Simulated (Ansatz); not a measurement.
Cl2Te (SMILES Cl[Te]Cl) moved off its minimum; all values from Ansatz (a quantum-chemistry and plane-wave program), cores frozen in correlated methods. Elements past Kr take the def2 small-core potentials, without spin–orbit coupling.
(charge 0, multiplicity 1)
```xyz
3

Te     0.0804    -0.0583     0.5281
Cl     1.1082     1.4256    -0.9827
Cl    -1.1437    -1.2361    -0.8804
```

Problem. Give the forces (eV/Å), the total energy and the dipole at CCSD(T)/def2-TZVPPD.

Solution. 
| atom | Fx | Fy | Fz |
|---|---|---|---|
| Te1 | 1.442 | 1.396 | 1.613 |
| Cl2 | -0.067 | -0.083 | 0.028 |
| Cl3 | -1.376 | -1.313 | -1.641 |
Energy -1186.6277 hartree, dipole 1.75 D.
